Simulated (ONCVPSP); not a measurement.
# Before and after: ONCV potential for S (Z = 16)

S, optimised norm-conserving Vanderbilt (ONCV), made with ONCVPSP 4.0.1 (LDA (Perdew-Wang 92), scalar-relativistic). Core [Ne], reference 3s2 3p4. Waves: 3s: rc 1.40 bohr, ncon 4, nbas 7, qcut 4.1 1/bohr, 2 projectors, debl 3.3 Ha; 3p: rc 1.35 bohr, ncon 4, nbas 8, qcut 7.4 1/bohr, 2 projectors, debl 0.3 Ha. Local part: polynomial inside 1.10 bohr (lpopt 5, dvloc0 0 Ha). Core correction: Teter function, fcfact 1.5, rcfact 1.25.

Change: reference 3s2 3p2.5. In the p channel the program set the typed energies aside and used -0.820, 0.250 Ha.

Cutoffs: the cutoffs (Ha) at which the residual kinetic energy of the hardest occupied pseudo-wave falls to 1 and 0.1 mHa per electron; they do not see the model core or the augmentation charge, which bear on the density cutoff. Errors are all-electron minus pseudo energies relative to the spin-unpolarised reference configuration.

Q: What does the change do?

A: The potential gets neither clearly harder nor softer (40 Ha and 57 Ha → 42 Ha and 58 Ha); the s channel sets the loose cutoff, while the largest relative change is in p, which becomes harder; neither file shows a bound ghost.

```tsv
quantity	base	changed
cutoff, loose	40 Ha	42 Ha
cutoff, tight	57 Ha	58 Ha
loose cutoff by channel	s 40 Ha, p 6.4 Ha	s 42 Ha, p 9.7 Ha
bound ghosts	none	none
GHOST(+) flags under 300 eV	s at 182.4 eV	s at 167.7 eV
largest error over its own tests, meV	+90	+10
s: phases at 1.42 bohr within 0.05 rad from the reference energy up to (Ha; the scan ends near 5)	to the end of the scan	4.9
p: phases at 1.37 bohr within 0.05 rad from the reference energy up to (Ha; the scan ends near 5)	4.3	4.4
rms error of d²Exc/dni dnj with the model core, mHa	2.34	3.43
```
